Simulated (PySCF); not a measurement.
Si(Me)(Cl)3 (CH3Cl3Si), SMILES C[Si](Cl)(Cl)Cl. Geometry: PBE-D3(BJ)/def2-SVP. The isomer is the one that the SMILES or the coordinates give; other isomers of the formula were not compared.

The numbers are results of PBE-D3(BJ)/def2-SVP (PySCF 2.14.0), not measurements.

Harmonic wavenumbers (cm⁻¹): 147, 147, 158, 206, 206, 220, 435, 575, 575, 740, 789, 789, 1221, 1372, 1372, 2986, 3096, 3096. Rotational constants (GHz): 1.693, 1.693, 1.255; symmetry number 3.

### Question
Work out the zero-point energy and the ideal-gas rigid-rotor harmonic-oscillator thermochemistry at 298.15 K and 1 atm.

### Answer
ZPE = ½ Σ hcν = ½ × 18130 cm⁻¹ = 25.92 kcal/mol. H − E(el) = 31.10 kcal/mol. Entropy in cal/(mol K): translation 40.92, rotation 26.70, vibration 16.72, total 84.33. G − E(el) = 5.95 kcal/mol. Cp = 25.21 cal/(mol K). Modes under 150 cm⁻¹ make the vibrational entropy uncertain.
